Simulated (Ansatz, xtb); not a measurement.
**C3H6OSi: which of two isomers lies lower**

Structure I: `CC#C[SiH2]O`, a singlet. Structure II: `C1=CO[SiH2]C1`, a singlet. Both are isolated molecules in the gas phase, relaxed with PBE0-D3(BJ)/def2-SVP; the shapes shown needn't be the lowest conformers.

I (Å):

```yaml
atoms:
  - { symbol: C, position_ang: [1.0624, -2.7984, 1.5694] }
  - { symbol: C, position_ang: [0.4198, -1.6002, 1.0639] }
  - { symbol: C, position_ang: [-0.1274, -0.5951, 0.6412] }
  - { symbol: O, position_ang: [-0.3351, 1.3276, -1.5010] }
  - { symbol: Si, position_ang: [-0.9295, 0.9188, -0.0006] }
  - { symbol: H, position_ang: [1.8947, -2.5479, 2.2455] }
  - { symbol: H, position_ang: [0.3461, -3.4198, 2.1292] }
  - { symbol: H, position_ang: [1.4647, -3.4076, 0.7449] }
  - { symbol: H, position_ang: [-2.3856, 0.6920, -0.1881] }
  - { symbol: H, position_ang: [-0.7064, 2.0086, 0.9971] }
  - { symbol: H, position_ang: [0.6227, 1.3542, -1.5818] }
```

II (Å):

```xyz
11

C     0.1255   -1.2489    0.3670
C    -0.3292   -1.2162    1.6281
C     0.1367    0.0754   -0.3602
O    -0.7413   -0.0353    2.1662
Si   -0.5556    1.1996    0.9980
H     0.4641   -2.1773   -0.0973
H    -0.4091   -2.0729    2.3027
H    -1.8787    1.8226    0.7105
H     0.3769    2.2422    1.5127
H     1.1503    0.3681   -0.6835
H    -0.4923    0.0615   -1.2669
```

Q: Estimate which is lower in electronic energy at CCSD(T)/def2-SVP + ΔMP2/def2-TZVPP, and by roughly how much.

A: The CCSD(T)/def2-SVP + ΔMP2/def2-TZVPP calculation puts structure II lower, by 30.4 kJ/mol.

How the difference moves with the method:

```csv
level,geometry,E(II) − E(I) (kJ/mol),departure from the last row (kJ/mol),"job, with rough time for the two"
GFN2-xTB,GFN2-xTB,−91.5,−61.1,"optimisation, 0.23 s"
HF/STO-3G,GFN2-xTB,−168.9,−138.6,"single point, 0.57 s"
r2SCAN-D4/def2-SVP,GFN2-xTB,−63.0,−32.7,"single point, 3.8 s"
PBE0-D3(BJ)/def2-SVP,PBE0-D3(BJ)/def2-SVP,−77.6,−47.2,"optimisation, 2.9 min"
HF/def2-SVP,PBE0-D3(BJ)/def2-SVP,−29.3,+1.0,part of the CCSD(T) run
MP2/def2-SVP,PBE0-D3(BJ)/def2-SVP,−35.3,−5.0,part of the CCSD(T) run
CCSD(T)/def2-SVP,PBE0-D3(BJ)/def2-SVP,−45.6,−15.2,single point
CCSD(T)/def2-SVP + ΔMP2/def2-TZVPP,PBE0-D3(BJ)/def2-SVP,−30.4,,"single point, 36 s"
```

As drawn, II has 1 C=C, 1 C–O, 1 C–H in place of 1 C≡C, 1 O–H. Structure I has no ring, II a 5-membered ring.

The levels shown agree on the order. The largest departure from CCSD(T)/def2-SVP + ΔMP2/def2-TZVPP is that of HF/STO-3G, 138.6 kJ/mol. The last row adds to CCSD(T) the change of the MP2 difference between the two basis sets, here +15.2 kJ/mol, a large step that makes the value less sure.

With harmonic frequencies from PBE0-D3(BJ)/def2-SVP (ideal gas, rigid rotor, one conformer each, 298.15 K, 1 atm): on the last row, ΔE + ΔZPE = −21.9 kJ/mol. A mode under 50 cm⁻¹ makes harmonic enthalpies and free energies unreliable, so none is given.

The correlated steps freeze 9 core orbitals. Run with Ansatz 0.2.0, xtb 6.7.1; the last row on 2 threads of Intel(R) Xeon(R) Processor @ 2.70GHz on a shared host.
